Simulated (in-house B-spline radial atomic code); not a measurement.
Neutral gallium is squeezed into an impenetrable sphere of radius R (the orbitals vanish at R). Method: non-relativistic PBE, spin-polarised, spherical fractional occupations, point nucleus. Calculated with an all-electron radial atomic-structure program (B-spline basis).

Energies in eV above the free atom in [Ar] 3d10 4s2 4p1:

```json
{"R (bohr)": "7.88", "highest level (eV)": "-2.58", "[Ar] 3d10 4s2 4p1": "0.1462", "[Ar] 3d10 4s1 4p1 4f1": "16.24", "[Ar] 3d10 4s1 4p2": "4.906", "-dE/dV in [Ar] 3d10 4s2 4p1 (GPa)": "0.187"}
{"R (bohr)": "5.54", "highest level (eV)": "-0.925", "[Ar] 3d10 4s2 4p1": "1.5", "[Ar] 3d10 4s1 4p1 4f1": "23.78", "[Ar] 3d10 4s1 4p2": "6.553", "-dE/dV in [Ar] 3d10 4s2 4p1 (GPa)": "4.57"}
{"R (bohr)": "5.44", "highest level (eV)": "-0.755", "[Ar] 3d10 4s2 4p1": "1.673", "[Ar] 3d10 4s1 4p1 4f1": "24.39", "[Ar] 3d10 4s1 4p2": "6.761", "-dE/dV in [Ar] 3d10 4s2 4p1 (GPa)": "5.33"}
{"R (bohr)": "4.35", "highest level (eV)": "2.59", "[Ar] 3d10 4s2 4p1": "5.889", "[Ar] 3d10 4s1 4p1 4f1": "35.37", "[Ar] 3d10 4s1 4p2": "11.69", "-dE/dV in [Ar] 3d10 4s2 4p1 (GPa)": "32.6"}
{"R (bohr)": "3.85", "highest level (eV)": "5.88", "[Ar] 3d10 4s2 4p1": "11.04", "[Ar] 3d10 4s1 4p1 4f1": "45.34", "[Ar] 3d10 4s1 4p2": "17.51", "-dE/dV in [Ar] 3d10 4s2 4p1 (GPa)": "83.2"}
{"R (bohr)": "3", "highest level (eV)": "18.6", "[Ar] 3d10 4s2 4p1": "36.17", "[Ar] 3d10 4s1 4p1 4f1": "82.63", "[Ar] 3d10 4s1 4p2": "44.92", "-dE/dV in [Ar] 3d10 4s2 4p1 (GPa)": "525"}
{"R (bohr)": "2.57", "highest level (eV)": "33.7", "[Ar] 3d10 4s2 4p1": "72.12", "[Ar] 3d10 4s1 4p1 4f1": "126.7", "[Ar] 3d10 4s1 4p2": "83.1", "-dE/dV in [Ar] 3d10 4s2 4p1 (GPa)": "1600"}
{"R (bohr)": "2.15", "highest level (eV)": "63.9", "[Ar] 3d10 4s2 4p1": "155.5", "[Ar] 3d10 4s1 4p1 4f1": "217.2", "[Ar] 3d10 4s1 4p2": "169.9", "-dE/dV in [Ar] 3d10 4s2 4p1 (GPa)": "5700"}
{"R (bohr)": "1.82", "highest level (eV)": "113", "[Ar] 3d10 4s2 4p1": "312.5", "[Ar] 3d10 4s1 4p1 4f1": "373.5", "[Ar] 3d10 4s1 4p2": "330.5", "-dE/dV in [Ar] 3d10 4s2 4p1 (GPa)": "18500"}
{"R (bohr)": "1.46", "highest level (eV)": "233", "[Ar] 3d10 4s2 4p1": "769.1", "[Ar] 3d10 4s1 4p1 4f1": "802.3", "[Ar] 3d10 4s1 4p2": "789.7", "-dE/dV in [Ar] 3d10 4s2 4p1 (GPa)": "85500"}
```

Does [Ar] 3d10 4s1 4p1 4f1 fall below [Ar] 3d10 4s2 4p1 under compression?

No, it stays above over the whole range.

Does [Ar] 3d10 4s1 4p2 fall below [Ar] 3d10 4s2 4p1 under compression?

No, it stays above over the whole range.

The highest level is first positive in the row R = 4.35 bohr, pushed up by confinement above the zero of the free ion's potential. Each configuration is held fixed and needn't be the lowest in the sphere.
